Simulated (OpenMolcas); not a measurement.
## Ionisation energies of manganese

```json
{
  "Program": "OpenMolcas 26.06",
  "Basis": "ANO-RCC-VDZP [5s4p2d1f]",
  "Scalar Hamiltonian": "DKH2, point nucleus",
  "Spin-orbit coupling": "state interaction with AMFI integrals over the reference wave functions, term energies averaged over their components"
}
```

Active shells in each charge state: the valence d, s shells, with orbitals averaged over the low states. Where CASPT2's correlated closed shells are named, they are those of the first ion.

A. CASSCF
B. SS-CASPT2, IPEA 0.25 Eh, imaginary shift 0.1 Eh (closed shells correlated: 3s 3p)
C. SS-CASPT2, IPEA 0 Eh, imaginary shift 0.1 Eh (closed shells correlated: 3s 3p)
D. SS-CASPT2, IPEA 0.25 Eh, imaginary shift 0.1 Eh (closed shells correlated: 2s 2p 3s 3p)

Energies in eV between the lowest computed levels, named as in B; reference values from the NIST Atomic Spectra Database with their kind.

```
             From               To       A       B       C       D  Spin-orbit share in B          Reference
Mn 3d5 4s2 6S 5/2   Mn+ 3d5 4s 7S3   4.032   8.105   8.234   8.121                 +0.000   7.434 (measured)
   Mn+ 3d5 4s 7S3  Mn2+ 3d5 6S 5/2  14.991  15.637  15.697  15.640                 +0.000  15.640 (measured)
```

Error against the reference values, in %:

| From | Reference | A | B | C | D |
| --- | --- | --- | --- | --- | --- |
| Mn | measured | -45.8 | +9.0 | +10.8 | +9.2 |
| Mn+ | measured | -4.1 | 0 | +0.4 | 0 |

Mean absolute error over the 2 measured values: A 2.03 eV, B 0.34 eV, C 0.43 eV, D 0.34 eV.

The lowest level within the active space need not be the ion's true ground level.
